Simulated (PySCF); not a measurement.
A calculated (M06-L, PySCF 2.14, ANO-RCC-VTZP, scalar relativity by spin-free X2C-1e) atom or ion has these occupied shells.

| shell | electrons | orbital energy (eV) | rms radius, mean of both spins (bohr) |
| --- | --- | --- | --- |
| 1s β | 1 | -73696.5 | 0.0200 |
| 1s α | 1 | -73696.5 | 0.0200 |
| 2s α | 1 | -12874.8 | 0.0810 |
| 2s β | 1 | -12874.5 | 0.0810 |
| 2p α | 3 | -11248.0 | 0.0738 |
| 2p β | 3 | -11247.8 | 0.0738 |
| 3s α | 1 | -3017.6 | 0.207 |
| 3s β | 1 | -3017.6 | 0.207 |
| 3p α | 3 | -2534.1 | 0.209 |
| 3p β | 3 | -2534.0 | 0.209 |
| 3d α | 5 | -1974.6 | 0.191 |
| 3d β | 5 | -1974.3 | 0.191 |
| 4s α | 1 | -651.11 | 0.459 |
| 4s β | 1 | -650.92 | 0.459 |
| 4p α | 3 | -490.72 | 0.488 |
| 4p β | 3 | -490.60 | 0.488 |
| 4d α | 5 | -285.87 | 0.526 |
| 4d β | 5 | -285.73 | 0.526 |
| 5s α | 1 | -102.59 | 1.07 |
| 5s β | 1 | -99.686 | 1.07 |
| 5p α | 3 | -62.537 | 1.23 |
| 4f α | 7 | -61.597 | 0.632 |
| 4f β | 7 | -61.247 | 0.632 |
| 5p β | 3 | -58.774 | 1.23 |
| 5d α | 5 | -16.368 | 1.88 |
| 5d β | 1 | -14.012 | 1.88 |
| 6p α | 1 | -8.117 | 3.63 |

(1) Name the element and its charge.

## Answers

(1) Os⁺ (osmium, charge +1), in [Xe] 4f14 5d6 6p1, one real determinant (an excited configuration).
